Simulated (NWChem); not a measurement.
System meant: ZrCl3F; SMILES [Cl][Zr]([F])([Cl])[Cl]

Here is an NWChem input.

```
start job
memory heap 200 mb stack 900 mb global 1100 mb
geometry units angstroms noautoz
  Zr     0.000000     0.000000     0.205450
  F      0.000000     0.000000     2.085806
  Cl     1.761005     1.320961    -0.555573
  Cl    -2.024489     0.864595    -0.555573
  Cl     0.263483    -2.185556    -0.555573
end
basis spherical
  * library def2-svp
end
ecp
  Zr library def2-ecp
end
dft
  xc pbe0
  iterations 4
  mulliken
end
task dft energy
```

End of the output:

```
    Atom       Charge   Shell Charges
 -----------   ------   -------------------------------------------------------
    1 Zr  12    12.30   0.00  0.94  0.97  0.36  0.12  5.39  1.08  0.37  1.59  1.23  0.25
    2 F    9     9.12   1.98  1.03  0.76  3.20  2.15  0.00
    3 Cl  17    16.86   2.00  1.96  1.03  0.74  5.82  2.25  3.05  0.01
    4 Cl  17    16.86   2.00  1.96  1.03  0.74  5.82  2.25  3.05  0.01
    5 Cl  17    16.86   2.00  1.96  1.03  0.74  5.82  2.25  3.05  0.01

 center of mass
 --------------
 x =   0.00000000 y =  -0.00000000 z =   0.02375842

 moments of inertia (a.u.)
 ------------------
        1332.086046400598          -0.000000000000           0.000000000000
          -0.000000000000        1332.086046400598           0.000000000000
           0.000000000000           0.000000000000        1815.476827027296

     Multipole analysis of the density
     ---------------------------------

     L   x y z        total         alpha         beta         nuclear
     -   - - -        -----         -----         ----         -------
     0   0 0 0     -0.000000    -36.000000    -36.000000     72.000000

     1   1 0 0      0.000000      0.000000      0.000000      0.000000
     1   0 1 0     -0.000000     -0.000000     -0.000000      0.000000
     1   0 0 1      0.008606      5.795284      5.795284    -11.581963

     2   2 0 0    -50.269705   -245.781986   -245.781986    441.294267
     2   1 1 0      0.000000      0.000000      0.000000      0.000000
     2   1 0 1      0.000000      0.000000      0.000000     -0.000000
     2   0 2 0    -50.269705   -245.781986   -245.781986    441.294267
     2   0 1 1      0.000000      0.000000      0.000000     -0.000000
     2   0 0 2    -50.663141   -123.938975   -123.938975    197.214810

 ------------------------------------------------------------------------
 dft energy failed                                                                                  0
 ------------------------------------------------------------------------
 ------------------------------------------------------------------------
  current input line :
    21: task dft energy
 ------------------------------------------------------------------------
 ------------------------------------------------------------------------
 This type of error is most commonly associated with calculations not reaching convergence criteria
 ------------------------------------------------------------------------
 For more information see the NWChem manual at https://nwchemgit.github.io

0:dft energy failed:Received an Error in Communication
```

What is wrong, and how is it mended?

The run did not converge; its last values are not results. Cause: the SCF was allowed too few iterations. This input runs:
```
start job
memory heap 200 mb stack 900 mb global 1100 mb
geometry units angstroms noautoz
  Zr     0.000000     0.000000     0.205450
  F      0.000000     0.000000     2.085806
  Cl     1.761005     1.320961    -0.555573
  Cl    -2.024489     0.864595    -0.555573
  Cl     0.263483    -2.185556    -0.555573
end
basis spherical
  * library def2-svp
end
ecp
  Zr library def2-ecp
end
dft
  xc pbe0
  iterations 150
  mulliken
end
task dft energy
```
It converges to -1526.75577 Ha (PBE0/def2-SVP with def2 effective core potentials on Zr).
